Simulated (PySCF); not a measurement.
## Computed spin Hamiltonian

Compound: C6H9O3 (doublet state).
Geometry (GFN2-xTB, Å), atoms numbered from 1 in this order:
```xyz
18
C6H9O3 angstrom
C      3.5266    0.2580    0.1061
C      2.1352    0.1231   -0.2949
C      1.2598    0.6047   -1.1254
O     -0.0563    0.2451   -1.2385
C     -0.4670   -0.7684   -0.3473
C     -1.9801   -0.9177   -0.4625
C     -2.6749    0.2640    0.1747
O     -2.3876    0.7499    1.2337
O     -3.6856    0.7121   -0.5764
H      4.0423   -0.7005    0.0335
H      4.0533    0.9758   -0.5345
H      3.5942    0.6083    1.1368
H      1.4703    1.3879   -1.8630
H      0.0382   -1.7110   -0.6017
H     -0.1908   -0.4932    0.6802
H     -2.2945   -1.8205    0.0637
H     -2.2763   -0.9833   -1.5086
H     -4.1157    1.4719   -0.1521
```

The hyperfine couplings belong to this conformer and change with its torsions.

Identity: `C/[C]=C/OCCC(=O)O` [radical].

Computed, not measured: PySCF, UKS B3LYP, pcH-1 on C H O, non-relativistic, mean-field spin-orbit, GIAO. Geometry: GFN2-xTB, one conformer, isolated molecule. A GFN2-xTB geometry isn't a minimum of the functional, and hyperfine couplings can be far from their values at a DFT geometry. No stability test was run, so a lower SCF solution isn't excluded.

```
g1, g2, g3                      : 2.00192, 2.00232, 2.00283
g_iso                           : 2.00236
Form of g                       : rhombic: the two nearest values differ by 44 % of g3 − g1
⟨S²⟩                            : 0.7580 (exact 0.7500)
α and β electrons               : 35, 34
HOMO–LUMO gap, α and β orbitals : 6.34, 3.91 eV
Basis functions                 : 315
```

Hyperfine couplings atom by atom, in mT; T1 to T3 are the principal values of the dipolar part (MHz turned into mT with g_iso):

```
atom  isotope  a_iso     T1     T2    T3  Mulliken spin population
  C1      13C   0.15  -0.14  -0.12  0.26                     -0.05
  C2      13C   8.81  -2.91  -2.21  5.13                      0.99
  C3      13C  -1.10  -0.69  -0.08  0.76                     -0.13
  O4      17O  -1.03  -0.39   0.07  0.32                      0.01
  C5      13C   0.24  -0.08  -0.01  0.09                      0.01
  C6      13C   0.00  -0.02  -0.01  0.03                      0.00
  C7      13C   0.01  -0.01  -0.01  0.01                      0.00
  O8      17O   0.00  -0.01   0.00  0.00                      0.00
  O9      17O  -0.01   0.00   0.00  0.00                      0.00
 H10       1H   1.22  -0.22  -0.19  0.41                      0.01
 H11       1H   5.17  -0.20  -0.07  0.27                      0.07
 H12       1H   0.87  -0.22  -0.18  0.40                      0.01
 H13       1H   4.63  -0.21  -0.03  0.24                      0.07
 H14       1H   0.04  -0.18  -0.08  0.26                      0.00
 H15       1H   0.13  -0.24  -0.11  0.35                      0.00
 H16       1H   0.09  -0.03  -0.03  0.06                      0.00
 H17       1H   0.11  -0.03  -0.02  0.05                      0.00
 H18       1H   0.00  -0.01  -0.01  0.02                      0.00
```

The Mulliken spin populations are largest on C2 (+0.99), C3 (-0.13), H11 (+0.07) and H13 (+0.07). No atom but C2 exceeds +0.15.

Axes: g2 points within 14° of the C3–O4 bond.

Under fast tumbling the dipolar parts average out, and these isotropic splittings remain: 1 × 1H (H13, I = 1/2, 2 lines) with 4.63 mT, 3 × 1H (H10/H11/H12, I = 1/2, 4 lines) with 2.42 mT, 2 × 1H (H16/H17, I = 1/2, 3 lines) with 0.10 mT and 2 × 1H (H14/H15, I = 1/2, 3 lines) with 0.08 mT.

Nuclei that the bonding pattern makes equivalent are averaged, as if the motion that swaps them (rotation, inversion, ring flip) were fast. The three 1H nuclei of mean +67.8 MHz run from 24.3 to 144.8 MHz in the frozen geometry.

The 13C coupling of C2 (247.0 MHz) shows only in satellite lines or after enrichment, since that isotope makes up about 1.07 % of natural carbon.

The 17O coupling of O4 (-29.0 MHz) shows only in satellite lines or after enrichment, since that isotope makes up about 0.038 % of natural oxygen.

β density exceeds α density at some nuclei, such as C3 (-0.0274), spin density in bohr⁻³. In a single determinant that takes different orbitals for the two spins, that is spin polarisation.
